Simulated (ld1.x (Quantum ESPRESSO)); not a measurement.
**An all-electron radial function and its pseudo partner (nickel)**

Columns: radius, all-electron u(r) and pseudo u(r) of the 4s shell (level -5.64 eV) of nickel in the configuration [Ar] 3d8 4s2 4p0; PBE, scalar-relativistic, TM semilocal scheme, ld1.x (Quantum ESPRESSO) 7.5.

```csv
r (bohr),all-electron,pseudo
0.100,-0.0865,-0.0277
0.200,-0.1483,-0.0546
0.300,0.0148,-0.0798
0.400,0.1801,-0.1029
0.500,0.2648,-0.1235
0.600,0.2673,-0.1421
0.700,0.2115,-0.1600
0.800,0.1224,-0.1790
0.900,0.0190,-0.2015
1.000,-0.0864,-0.2301
1.100,-0.1865,-0.2673
1.200,-0.2774,-0.3142
1.300,-0.3573,-0.3692
1.400,-0.4257,-0.4278
1.500,-0.4830,-0.4831
1.600,-0.5298,-0.5298
1.700,-0.5672,-0.5672
1.800,-0.5960,-0.5960
1.900,-0.6173,-0.6173
2.000,-0.6319,-0.6319
2.100,-0.6407,-0.6407
2.200,-0.6445,-0.6445
2.300,-0.6440,-0.6440
2.400,-0.6397,-0.6397
2.500,-0.6324,-0.6324
2.600,-0.6224,-0.6224
```

Problem. How many radial nodes do the two functions have?

Solution. The all-electron 4s function has n − l − 1 = 3 (the table is too coarse to show those close to the nucleus); the pseudo-wave has 0, since the states of the same l below it are removed with the core.

Problem. At about which radius was the pseudo-wave matched?

Solution. 1.60 bohr, where the columns begin to agree (steps of 0.10 bohr).

Problem. Where does each function peak?

Solution. Outermost all-electron maximum near 2.20 bohr, pseudo maximum near 2.20 bohr (to the table’s step).

Problem. Is the pseudo-wave norm-conserving?

Solution. Yes: the TM semilocal scheme keeps the norm inside the radius equal to the all-electron one, which fixes the energy derivative of the logarithmic derivative at the level.
